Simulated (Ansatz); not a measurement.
BClH6OSi2, SMILES `[SiH3][SiH2]OBCl`, relaxed with RKS PBE0-D4/def2-TZVP in the Gaussian-basis code of Ansatz from a PBE-D4/def2-SVP geometry. The force threshold is 0.005 eV/Å; the program also tests the step.

The species carries charge 0 and has multiplicity 1.

Start:

```xyz
11

Si   -0.677    0.961    1.305
Si   -0.017    0.821   -0.955
O     0.598   -0.731   -1.339
B     0.764   -1.822   -0.564
Cl    1.439   -3.290   -1.281
H    -1.207    2.351    1.543
H    -1.762   -0.036    1.604
H     0.493    0.720    2.218
H     1.074    1.806   -1.269
H    -1.174    1.066   -1.880
H     0.469   -1.845    0.618
```

| step | energy (eV) | largest force (eV/Å) | largest move (Å) |
| --- | --- | --- | --- |
| 1 | -31090.2769 | 0.629 | 0.000 |
| 2 | -31090.3160 | 0.387 | 0.025 |
| 3 | -31090.3250 | 0.086 | 0.015 |
| 4 | -31090.3252 | 0.104 | 0.012 |
| 5 | -31090.3258 | 0.125 | 0.039 |
| 6 | -31090.3262 | 0.046 | 0.017 |
| 7 | -31090.3264 | 0.007 | 0.005 |
| 8 | -31090.3264 | 0.001 | 0.004 |

End:

```xyz
11

Si   -0.678    0.972    1.302
Si   -0.012    0.797   -0.940
O     0.592   -0.716   -1.303
B     0.763   -1.819   -0.569
Cl    1.441   -3.254   -1.318
H    -1.198    2.351    1.514
H    -1.756   -0.004    1.613
H     0.470    0.742    2.217
H     1.061    1.774   -1.253
H    -1.157    1.034   -1.854
H     0.473   -1.877    0.591
```

Hardware: 4 threads of an Intel Xeon 6975P-C on a shared host. Wall time 23 s, peak host memory 0.63 GiB.
